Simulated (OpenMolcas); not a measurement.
A calculation on S+.

| Item | Value |
| --- | --- |
| Program | OpenMolcas |
| Method | SS-CASPT2, IPEA 0.25 Eh, imaginary shift 0.1 Eh (closed shells correlated: 2s 2p) |
| Basis | ANO-RCC-VTZP [5s4p2d1f] |
| Scalar Hamiltonian | DKH2, point nucleus |
| Active space | 5 electrons in 4 orbitals (3s 3p) |
| State averaging | 2S+1 = 4 odd, 1 root; 2S+1 = 2 odd, 8 roots; 2S+1 = 4 even, 3 roots; 2S+1 = 2 even, 9 roots |
| Spin-orbit coupling | state interaction with AMFI integrals over the reference wave functions, term energies averaged over their components |

Which level of the active space comes out lowest?

3s² 3p³ ⁴S°_3/2, with 100 % of that term; it is also the measured ground level.

How high does 3s 3p⁴ ⁴P_3/2 lie?

83390 cm⁻¹ above the lowest level; measured 79757 cm⁻¹ above the ground level, so the calculation is off by +5 %.

How high does 3s 3p⁴ ²P_1/2 lie?

146240 cm⁻¹ above the lowest level.

How high does 3s² 3p³ ²P°_1/2 lie?

25130 cm⁻¹ above the lowest level; measured 24525 cm⁻¹ above the ground level, so the calculation is off by +2 %.

Measured values: NIST Handbook of Basic Atomic Spectroscopic Data.

Over all roots computed the reference weight is 0.88 to 0.96; the roots of lowest weight are the least certain, and an intruder state may touch them. Terms of s pⁿ other than that of highest spin mix with s² pⁿ⁻² d, which this space lacks; all of them can be thousands of cm-1 off, and some have no real level of that name. Measured partners are found by configuration, term and J. A level has none where our copy of the source lacks it or the pairing is in doubt (some pairs that miss far off the trend of their configuration count as doubtful), and it then counts in no deviation. Levels of configurations outside the active space are missing.

° marks odd parity.
